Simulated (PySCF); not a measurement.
## Where the electron goes

Compound: C2H5F4PSi2.
Geometry (GFN2-xTB, Å), atoms numbered from 1 in this order:
```xyz
14
C2H5F4PSi2 angstrom
F     -4.2397    0.2768   -0.3792
C     -3.0125    0.7272   -0.1637
F     -3.0515    2.0024    0.2028
C     -1.8724    0.0645   -0.2670
F     -1.9267   -1.2384   -0.6313
Si    -0.1437    0.7925    0.0602
F      0.1615    1.6376   -1.2836
Si     1.3401   -0.9836    0.1970
P      3.0460   -0.3812    1.5230
H     -0.3183    1.8412    1.0543
H      0.7254   -2.1420    0.8579
H      1.7817   -1.4319   -1.1344
H      3.7138    0.3494    0.5563
H      3.7955   -1.5148    1.2760
```

Method: TDDFT B3LYP/def2-SVPD, vertical, gas phase, core orbitals frozen in the response in PySCF.

Kohn–Sham orbitals with the atoms that hold most of them (Löwdin shares over 4%, at most four atoms; ? is withheld):

```
orbital  ε (eV)                              atoms
 LUMO+2   -0.48    P9 19%, Si8 19%, Si6 13%, C4 8%
 LUMO+1   -1.01   Si8 25%, Si6 23%, P9 15%, H10 6%
   LUMO   -1.65   Si6 28%, Si8 18%, C2 12%, C4 12%
   HOMO       ?                                  ?
 HOMO-1   -7.71                                  ?
 HOMO-2   -8.72    Si8 27%, Si6 23%, P9 14%, F7 9%
 HOMO-3   -9.57  Si8 24%, H11 19%, P9 17%, Si6 10%
```

Which atoms hold the HOMO-1, and with what shares?

C4 (bonded to C, F and Si) 33%; C2 (bonded to C and 2 F) 27%; F5 (bonded to C) 16%; F3 (bonded to C) 11%. By element: carbon 60%, fluorine 27% or more.

Which atoms hold the HOMO, and with what shares?

P9 (bonded to Si and 2 H) 66%; Si8 (bonded to P, Si and 2 H) 14%; H14 (bonded to P) 7%; H13 (bonded to P) 7%. By element: phosphorus 66%, silicon 14% or more, hydrogen 14% or more.

What is the HOMO energy, and the HOMO–LUMO gap?

ε(HOMO) = -7.66 eV; the gap is 6.01 eV (0.2210 hartree).

The HOMO–LUMO gap is 6.01 eV. Where does the response calculation put the lowest singlet, and from which orbitals?

S1 is at 5.25 eV (f = 0.0040), 0.76 eV below the gap, made of HOMO→LUMO (98%). Without the coupling terms of the response equations the lowest excitation would equal the gap.

Give energy, strength and leading configuration of S1, S2, S3, S4 and S5, and follow the Löwdin shares of the leading atoms from the occupied to the empty orbital.

- S1 (5.25 eV, f 0.0040), HOMO→LUMO (98%): P9 66% → at most 13%, Si8 14% → 18%, Si6 at most 7% → 28%
- S2 (5.48 eV, f 0.115), HOMO-1→LUMO (90%): C4 33% → 12%, C2 27% → 12%, Si6 at most 11% → 28%, Si8 at most 11% → 18%
- S3 (5.74 eV, f 0.037), HOMO→LUMO+1 (94%): P9 66% → 15%, Si8 14% → 25%, Si6 at most 7% → 23%
- S4 (5.80 eV, f 0.0047), HOMO-1→LUMO+1 (87%): C4 33% → at most 6%, C2 27% → at most 6%, Si8 at most 11% → 25%, Si6 at most 11% → 23%
- S5 (6.10 eV, f 0.023), HOMO-2→LUMO (97%): Si8 27% → 18%, Si6 23% → 28%

Löwdin shares depend on the basis, the more so with diffuse functions.

Time: 89 s wall; peak memory 0.97 GiB. Hardware: Intel Xeon Platinum 8259CL at 2.50 GHz, one thread, shared host with 48 logical CPUs at a one-minute load of 52.

One conformer stands for the species.
